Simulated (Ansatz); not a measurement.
Ansatz (an electronic-structure program) input (CCSD(T)/STO-3G):

Ansatz 0.2 input:
```yaml
crystal:
  periodic: [false, false, false]
  atoms:
    - {symbol: O, position_ang: [-0.50769886, -1.83231468, 0.14527089]}
    - {symbol: Si, position_ang: [-0.44246936, -0.28539840, 0.07857183]}
    - {symbol: O, position_ang: [-1.05433225, 0.64038459, 1.35312635]}
    - {symbol: O, position_ang: [-1.27354934, 0.42296943, -1.23102862]}
    - {symbol: Si, position_ang: [1.78420101, 0.50641778, -0.13197898]}
    - {symbol: H, position_ang: [-1.73700564, 1.23499690, 1.02861696]}
    - {symbol: H, position_ang: [-1.49799277, -0.28191112, -1.84657116]}
    - {symbol: H, position_ang: [1.95653524, 1.99285059, -0.27352849]}
    - {symbol: H, position_ang: [2.67136924, 0.15709516, 1.02407565]}
    - {symbol: H, position_ang: [2.50749467, -0.04561769, -1.32384169]}
basis:
  gaussian:
    orbitals: STO-3G
total_charge: -1
magnetization: {spin_polarized: false}
correlation: {method: ccsd_t, electrons: outside_noble_gas}
```

Output:

```
Functional definition: HF
integrals: 0.01 GiB planned
476 factors; integrals over basis functions are off by at most 3.2e-5 eV
0.11 GiB of device memory are held for the factors and their scratch space
mean field: 0.13 GiB planned
mean field evaluation 1: about -21640.8684 eV, gradient 3.5e1 eV
mean field evaluation 2: about -21640.9724 eV, gradient 3.5e1 eV
mean field evaluation 4: about -21646.2026 eV, gradient 3.7e0 eV
mean field evaluation 8: about -21646.2664 eV, gradient 5.1e-2 eV
mean field evaluation 16: about -21646.1151 eV, gradient 9.7e-1 eV
mean field -21646.26636865 eV, -795.4856166814 hartree, gradient 2.8e-6 eV, S^2 0.000000; 0 other end points of the search recorded, 0 dependent functions left out
13 core orbitals not correlated
reference -21646.26636865 eV, -795.4856166814 hartree; 16, 16 occupied and 9, 9 virtual orbitals, 476 factors
second order -4.92829584 eV of doubles, -0.00000000 eV of singles
coupled cluster: 0.11 GiB planned
cycle   1  -5.54674927 eV  change   -6.2e-1 eV  update   1.3e-1
cycle   2  -5.98045187 eV  change   -4.3e-1 eV  update   4.4e-2
cycle   3  -6.13571273 eV  change   -1.6e-1 eV  update   2.6e-2
cycle   4  -6.14256849 eV  change   -6.9e-3 eV  update   5.3e-3
cycle   5  -6.14094496 eV  change    1.6e-3 eV  update   2.5e-3
cycle   6  -6.14047766 eV  change    4.7e-4 eV  update   8.2e-4
cycle   7  -6.14016501 eV  change    3.1e-4 eV  update   3.4e-4
cycle   8  -6.14005165 eV  change    1.1e-4 eV  update   1.3e-4
cycle   9  -6.14008047 eV  change   -2.9e-5 eV  update   5.2e-5
cycle  10  -6.14011173 eV  change   -3.1e-5 eV  update   1.8e-5
perturbative correction -0.27168921 eV, -0.0099843944 hartree
Total energy: -21652.67816959 eV, -795.7212460202 hartree
```

It need not be the lowest isomer of its formula. Whether it binds its extra electron was not tested at this geometry.
